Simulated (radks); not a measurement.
Values are calculated unless marked as measured or tabulated.
Effect of the nuclear size on neutral technetium, [Kr] 4d5 5s2. Code: a radial shooting solver on a logarithmic mesh with Libxc functionals. Model: Dirac Kohn-Sham, LDA (Slater exchange, Perdew-Wang correlation), spin-unpolarised, spherical densities, finite nucleus; open shells fill j = l - 1/2 first; Fermi nuclear charge, rms radius 4.4112 fm. The rms radius is varied about that value; shifts are against it.

rms radius (fm),total energy shift (eV),density at nucleus (e/bohr^3),1s1/2 shift (meV),2s1/2 shift (meV),4s1/2 shift (meV),4p1/2 shift (meV)
3.7672,-0.453,1.015e+05,-191,-20.6,-0.605,0.080
3.9921,-0.302,1.009e+05,-128,-13.8,-0.403,0.054
4.4112,0,9.973e+04,0.000,0.000,0.000,0.000
4.6715,0.201,9.909e+04,84.9,9.15,0.268,-0.036
4.9847,0.457,9.836e+04,193,20.8,0.609,-0.081

Slopes of the eigenvalues against <r^2> in GHz/fm^2, as finite differences over the two radii next to the reference (eigenvalue slopes, not the field-shift constants of lines): 1s1/2 8730, 2s1/2 941, 4s1/2 27.6, 4p1/2 -3.67.
